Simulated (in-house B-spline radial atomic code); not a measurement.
Checks on a self-consistent run for the tin ion Sn⁴⁺, [Kr] (4d3/2)3 (4d5/2)6 (8p3/2)1. Computed with an all-electron radial atomic-structure program (B-spline basis): Dirac-Hartree-Fock, average of the jj configuration, Fermi nucleus of rms radius 4.6519 fm.

| orbital | q | ε (Eh) | <1/r> | <r²> | small-component weight |
| --- | --- | --- | --- | --- | --- |
| 1s1/2 | 2 | -1081.58628 | 53.0857 | 0.00114231 | 0.033736 |
| 2s1/2 | 2 | -168.56819 | 12.3338 | 0.0184652 | 0.0071667 |
| 2p1/2 | 2 | -157.13157 | 12.2778 | 0.0137885 | 0.0071494 |
| 2p3/2 | 4 | -148.63014 | 11.4399 | 0.0150853 | 0.0068282 |
| 3s1/2 | 2 | -35.79389 | 4.37484 | 0.130141 | 0.0020866 |
| 3p1/2 | 2 | -31.10708 | 4.27369 | 0.125462 | 0.0020213 |
| 3p3/2 | 4 | -29.51051 | 4.07226 | 0.133686 | 0.001938 |
| 3d3/2 | 4 | -21.30972 | 3.90188 | 0.115305 | 0.0018052 |
| 3d5/2 | 6 | -21.00427 | 3.85385 | 0.117323 | 0.0017837 |
| 4s1/2 | 2 | -8.03769 | 1.69096 | 0.754083 | 0.00054023 |
| 4p1/2 | 2 | -6.34455 | 1.58246 | 0.842026 | 0.00048656 |
| 4p3/2 | 4 | -6.11600 | 1.5235 | 0.892748 | 0.00046465 |
| 4d3/2 | 3 | -3.45002 | 1.27918 | 1.22872 | 0.00034497 |
| 4d5/2 | 6 | -3.41505 | 1.26067 | 1.25466 | 0.00033622 |
| 8p3/2 | 1 | -0.35573 | 0.132248 | 120.741 | 1.2844e-05 |

Electron-electron repulsion V_ee = 2213.8329 hartree.

(1) What total energy follows from the eigenvalues?

(2) Does the Dirac virial theorem hold?

(3) What diamagnetic shielding (Lamb formula) and susceptibility (Langevin formula) do the radii give?

Answers

(1) The eigenvalues count the repulsion twice, so E = Σqε - V_ee = -3956.626 - 2213.833 = -6170.459 hartree; the run printed -6170.459.

(2) For a point nucleus E = -2c²Σq·w, with w the small-component weight. Here Σq·w = 0.16428 and c = 137.0360, so the ratio E/(-2c²Σq·w) is 1.000048; the finite nucleus accounts for the departure from 1.

(3) σ = (α²/3)Σq<1/r> = 297.645/(3·137.036²) = 5283.3 ppm, and χ = -0.79199×10⁻⁶·Σq<r²> = -111.7×10⁻⁶ cm³/mol with Σq<r²> = 141.06 bohr². Both are non-relativistic formulas without the paramagnetism of open shells.
